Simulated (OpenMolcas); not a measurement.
# Dy2+: moving the ligands

Dy2+ with its 8 nearest fluoride ions at 2.453 Å, on the Ca site of CaF2 (a = 5.46294 Å, distance in the model lattice 2.366 Å). The rest of the host is ab initio model potentials to 7.6 Å and point charges beyond; the distance is set by hand and nothing relaxes. Ligand basis ANO-RCC-VDZP.

* Program: OpenMolcas 26.06
* Method: CASSCF
* Basis: ANO-RCC-VDZP [7s6p4d2f1g]
* Scalar Hamiltonian: DKH2, point nucleus
* Active space: 10 electrons in 7 orbitals (4f)
* State averaging: 2S+1 = 5 even, 35 roots (32 in the spin-orbit step); 2S+1 = 3 even, 106 roots kept (CI in the orbitals of an earlier block); 2S+1 = 1 even, 31 roots kept (CI in the orbitals of an earlier block)
* Spin-orbit coupling: state interaction with AMFI integrals over the reference wave functions

Runs around this geometry, states (labels of O, the rotations of Oh). Energies in cm-1 above the lowest state or level, χT in cm3 K/mol.

```tsv
R (Å)	Ground state	First state of that spin	First gap with spin-orbit (degeneracies)	Width of lowest J	χT at 300 K
2.366	5A2	5T2 160.0	0.4 (3, 2)	428	13.577
2.453	5A2	5T2 123.6	0.2 (2, 3)	335	13.701
2.5	5A2	5T2 108.0	0.4 (2, 3)	295	13.751
```

Taking the width of the lowest J multiplet as R^-n, n = -ln(295 / 428) / ln(2.5 / 2.366) = 6.8 between the shortest and longest distance.

High states are left out of the spin-orbit mixing, which shifts the levels that they would mix with. Without dynamic correlation the ligand-field splitting of an f shell can come out too small, at times by half. A group larger than the point group allows holds several states that coincide in this model. No measured value stands beside these numbers; the geometry was set by hand and not optimised.
